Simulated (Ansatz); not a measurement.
```xyz
4

C    -0.0799   -0.0294    0.0171
H     1.0908    0.0470   -0.0678
H    -0.5421    0.9893    0.0517
H    -0.5300   -0.9211   -0.0060
```

Basis set: cc-pVDZ (spherical functions). Correlated methods keep 1 orbital frozen. Charge 0, multiplicity 2.

Computed with Ansatz (development build ahead of 0.2.0); each method stands on the lowest determinant of its kind that the runs found.

Problem. Give the atomization energy at this shape (free ground-state atoms in the same class of orbitals less the molecule, no zero-point energy) of doublet CH₃ by UHF-MP2, UHF.

Solution.

```csv
method,atomization energy
UHF-MP2,12.00 eV
UHF,9.95 eV
```

Caution: the shape is not the minimum.
